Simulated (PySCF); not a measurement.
Electronic structure of Cd (cadmium, neutral) at the UHF level

Configuration: [Kr] 4d10 5s2, closed-shell 1S. Calculation: PySCF 2.14, in cc-pVTZ-PP with ECP28MDF (5s5p4d2f1g, 63 functions); scalar relativity through the core potential.

```json
{
 "Total energy": "-166.838760 hartree",
 "One-electron energy": "-297.3394 hartree",
 "Hartree (Coulomb) energy": "145.0680 hartree",
 "Exchange energy": "-14.5674 hartree",
 "⟨S²⟩": "0.0000",
 "⟨L²⟩": "0.000",
 "Sum of ⟨r⟩": "26.62 bohr",
 "Sum of ⟨r²⟩": "49.74 bohr²",
 "Time after the integrals": "0.14 s of wall time on 1 thread of Neoverse-V1 (shared host)"
}
```

| shell | electrons | mean orbital energy (eV) | rms radius, mean of both spins (bohr) |
| --- | --- | --- | --- |
| 4s | 2 | -131.26 | 0.947 |
| 4p | 6 | -85.863 | 1.04 |
| 4d | 10 | -19.582 | 1.39 |
| 5s | 2 | -7.646 | 3.33 |

Energies and moments cover only the electrons outside the core potential.
